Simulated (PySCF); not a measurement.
A structure optimised at PBE-D3(BJ)/def2-TZVPD, used in a PySCF frequency run:

```xyz
2

Cs     0.0000     0.0000    -1.6394
I      0.0000     0.0000     1.7013
```

Write its SMILES, formula and point group.

[I][Cs], CsI, C∞v

What are its rotational constants (standard atomic weights)?

0.69754 GHz (linear rotor, B only)
